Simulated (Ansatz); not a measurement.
FH₆NO₂Si₂ (`O[SiH](O)N[SiH2]F`). Charge 0, multiplicity 1. Geometry: relaxed with PBE0-D4/def2-TZVP. It is one conformer, not always the lowest.

```xyz
12

O    -1.449    0.699   -1.957
Si   -0.375   -0.294   -1.224
O    -1.011   -1.529   -0.359
N     0.591    0.616   -0.118
Si    1.069    0.107    1.440
F    -0.232   -0.099    2.366
H    -2.015    1.245   -1.409
H     0.369   -0.914   -2.331
H    -1.418   -1.343    0.491
H     0.832    1.560   -0.382
H     1.736   -1.211    1.424
H     1.903    1.163    2.057
```

(1) What is the dipole moment at B3LYP/def2-TZVPP? (Estimate.)

(2) And with PBE, r2SCAN, ωB97M-V? (Estimate.)

(3) Give the Mulliken charges with B3LYP, r2SCAN, PBE in def2-TZVPP. (Estimate.)

Results:

(1) The calculation gave: 2.35 D, with components (0.25, 2.21, 0.75) D in this frame, pointing from negative to positive charge.

(2) Computed: PBE 2.27 D, r2SCAN 2.33 D, ωB97M-V 2.38 D.

(3) Computed: 
```
atom  B3LYP  r2SCAN    PBE
  O1  -0.38   -0.41  -0.34
 Si2   0.65    0.68   0.52
  O3  -0.39   -0.40  -0.34
  N4  -0.36   -0.41  -0.29
 Si5   0.58    0.60   0.48
  F6  -0.35   -0.34  -0.30
  H7   0.18    0.20   0.18
  H8  -0.10   -0.09  -0.09
  H9   0.19    0.20   0.19
 H10   0.13    0.15   0.14
 H11  -0.08   -0.08  -0.07
 H12  -0.08   -0.09  -0.08
```

B3LYP here is the variant with VWN-RPA as its local correlation; programs differ in this.
